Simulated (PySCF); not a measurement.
# Indium: a sound run and one with changed settings

Sound run: In⁺ [Kr] 4d10 5s2, In²⁺ [Kr] 4d10 5s1. Computed with PySCF 2.14 in cc-pVTZ-PP with ECP28MDF (5s4p3d1f, 39 functions), with a scalar-relativistic core potential. In the sound run the correlated levels freeze 4s2 4p6 4d10 outside the core potential. The sound run starts from symmetry-adapted Hartree-Fock orbitals and uses a fine grid where one is needed.

A second run was set up differently.

```
species  method  sound run (hartree)  changed run (hartree)  converged
    In⁺     MP2           -189.04201             -189.12628        yes
   In²⁺     MP2                  n/a             -188.45937        yes
```

Ionisation energy of In⁺:

```tsv
method	sound run (eV)	changed run (eV)
UHF	17.012	17.012
MP2	17.645	18.148
SCS-MP2	17.771	18.216
```

Q: What was changed?
A. basis contracted for another Hamiltonian
B. level shift left on
C. a valence shell is frozen
D. all electrons correlated in a valence basis

A: D. A valence basis has no tight correlating functions, so it recovers only part of the core correlation, and not evenly between atom and ion.
